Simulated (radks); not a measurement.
The numbers below are computed, except where a source is named.
The mean radii <r> (bohr) of the occupied orbitals of an atom or ion are listed with their occupations. Level of theory: scalar-relativistic Kohn-Sham, Wu-Cohen GGA, spin-polarised, spherical densities, finite nucleus; Fermi nuclear charge, rms radius of each element as measured or else 0.836 A^(1/3) + 0.57 fm (a radial shooting solver on a logarithmic mesh with Libxc functionals).

orbital  occ.      <r>
1s up       1  0.02843
1s down     1  0.02843
2s up       1   0.1226
2s down     1   0.1226
2p up       3   0.1071
2p down     3   0.1071
3s up       1   0.3307
3s down     1   0.3307
3p up       3   0.3289
3p down     3   0.3289
3d up       5   0.3055
3d down     5   0.3055
4s up       1   0.7908
4s down     1   0.7906
4p up       3   0.8526
4p down     3   0.8519
4d up       5    1.035
4d down     5    1.027
5s up       1    2.231
5s down     1    2.202
5p up       3    2.868

Name the element and its charge. Open shells, if any, are filled with parallel spins first.

Answer. Z = 51, antimony, charge 0: Sb in [Kr] 4d10 5s2 5p3. The 1s radius gives Z: for a bare nucleus <r> = (2 gamma + 1)/(2Z) with gamma = sqrt(1 - (Z/c)^2), 0.028 bohr for Z = 51, and screening makes it slightly larger (0.02843 here). The occupations add up to 51, and the charge is Z minus that.
